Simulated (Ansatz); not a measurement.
Stepwise reaction of GeH₄ with hydrogen chloride, as a gas-phase model of exchange steps in deposition or etching. ΔE in kJ/mol; ΔG adds harmonic PBE0-D4 terms to CCSD(T)/CBS, at 1 bar.

Computed with Ansatz on PBE0-D4/def2-TZVP structures; ΔE is electronic, products minus reactants. CCSD(T)/CBS adds triple-zeta CCSD(T) − MP2 to the extrapolated MP2 energy (def2 sets, frozen cores). This one scheme is used for every species. DFT in def2-TZVPP. B3LYP here is the variant with VWN-RPA as its local correlation; programs differ in this. For Ge outer-core shells are correlated without core-valence functions, which leaves a few kJ/mol of doubt a bond. Scalar relativity is left out up to krypton.

```
step                                                       reaction  PBE-D4  B3LYP-D4  ωB97M-V  CCSD(T)/CBS  ΔG(500 K)
   1                                 GeH₄ + HCl → `[Cl][GeH3]` + H₂   -49.1     -50.2    -49.8        -48.5      -47.9
   2                     `[Cl][GeH3]` + HCl → `[Cl][GeH2][Cl]` + H₂   -55.2     -54.6    -53.6        -52.3      -47.6
   3            `[Cl][GeH2][Cl]` + HCl → `[Cl][GeH]([Cl])[Cl]` + H₂   -53.6     -52.5    -51.2        -49.6      -41.5
   4  `[Cl][GeH]([Cl])[Cl]` + HCl → `[Cl][Ge]([Cl])([Cl])[Cl]` + H₂   -45.6     -45.1    -43.3        -41.3      -28.7
```

Problem. By hand: ΔE of the 4 steps together at CCSD(T)/CBS.

Solution. (-48.5) + (-52.3) + (-49.6) + (-41.3) = -191.7 kJ/mol, or -47.9 kJ/mol a step.

In ΔE step 2 is the lowest and step 4 the highest. All are downhill at CCSD(T)/CBS. ΔG lies between -47.9 and -28.7 kJ/mol a step. PBE-D4 differs from CCSD(T)/CBS by -4.3 to -0.6 kJ/mol a step. Isolated molecules leave out the surface, adducts and barriers. Largest T1 diagnostic: 0.012.
